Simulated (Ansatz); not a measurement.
Species: C₅H₁₁S, charge 0, multiplicity 2. It need not be the lowest isomer of its formula. SMILES: S(C)CCC[CH2]
Structure (B3LYP-D3(BJ)/def2-TZVP (Ansatz, a program for electronic structure) minimum search):
```
C
H 1 1.0918
H 1 1.0921 2 106.72
C 1 1.5242 2 109.41 3 119.14
H 4 1.0921 1 110.27 2 61.55
H 4 1.0932 5 107.06 1 -120.71
C 1 1.5472 2 109.71 3 -117.81
H 7 1.0949 1 108.25 2 -179.07
H 7 1.0951 8 106.81 1 -116.19
C 7 1.4839 8 110.18 9 -119.68
H 10 1.0816 7 120.82 8 154.44
H 10 1.0816 11 117.62 7 -170.83
S 4 1.8186 5 104.65 6 -115.13
C 13 1.8127 4 100.56 5 168.68
H 14 1.0891 13 106.73 4 -175.20
H 14 1.0891 15 108.67 13 120.87
H 14 1.0906 15 108.79 16 119.56
```
Charge 0, spin multiplicity 2.

Wanted: atomisation energy (electronic, to ground-state atoms), in eV. Correlated levels leave the core frozen unless marked. Open shells are spin-unrestricted. Spin-orbit coupling is left out. Non-relativistic unless marked X2C. The coupled-cluster limit lacks core correlation, which all-electron functionals hold. CBS(X,Y): correlation extrapolated as X^-3; Hartree-Fock from the larger set. [CCSD(T)-MP2]/basis is that difference in the basis named.

| level | program | atomisation energy (eV) | minus last row |
|---|---|---|---|
| HF/6-31G* | Ansatz | 50.23 | -16.66 |
| HF/cc-pV(D+d)Z | Ansatz | 49.57 | -17.32 |
| PBE-D3(BJ)/def2-TZVPD | Ansatz + dftd3 | 68.27 | 1.38 |
| BLYP-D4/def2-TZVPD | Ansatz + dftd4 | 66.54 | -0.35 |
| revPBE-D3(BJ)/def2-TZVPD | Ansatz + dftd3 | 66.68 | -0.21 |
| r2SCAN-D4/def2-TZVPD | Ansatz + dftd4 | 67.21 | 0.32 |
| B3LYP/def2-TZVPD | Ansatz | 66.36 | -0.53 |
| PBE0/STO-3G | Ansatz | 81.05 | 14.16 |
| HSE06-D3(BJ)/def2-TZVPD | Ansatz + dftd3 | 67.50 | 0.61 |
| CAM-B3LYP-D3(BJ)/def2-TZVPD | Ansatz + dftd3 | 67.12 | 0.23 |
| LC-wPBE-D3(BJ)/def2-TZVPD | Ansatz + dftd3 | 67.15 | 0.26 |
| wB97M-V/def2-TZVPD | Ansatz | 67.02 | 0.13 |
| B2PLYP-D3(BJ)/def2-TZVPD | Ansatz + dftd3 | 66.27 | -0.62 |
| MP2/6-31G* | Ansatz | 61.52 | -5.37 |
| SCS-MP2/STO-3G | Ansatz | 69.61 | 2.72 |
| SCS-MP2/6-31G* | Ansatz | 61.07 | -5.82 |
| CCSD(T)/STO-3G | Ansatz | 70.19 | 3.30 |
| CCSD(T)/cc-pV(D+d)Z | Ansatz | 62.21 | -4.68 |
| X2C-CCSD(T)/cc-pVTZ-DK | Ansatz | 65.23 | -1.66 |
| RI-MP2/CBS(cc-pV(T+d)Z,cc-pV(Q+d)Z)+[CCSD(T)-MP2]/cc-pV(D+d)Z | Ansatz | 66.95 | 0.06 |
| RI-MP2/CBS(cc-pV(T+d)Z,cc-pV(Q+d)Z)+[CCSD(T)-MP2]/cc-pV(T+d)Z | Ansatz | 66.89 | 0.00 |
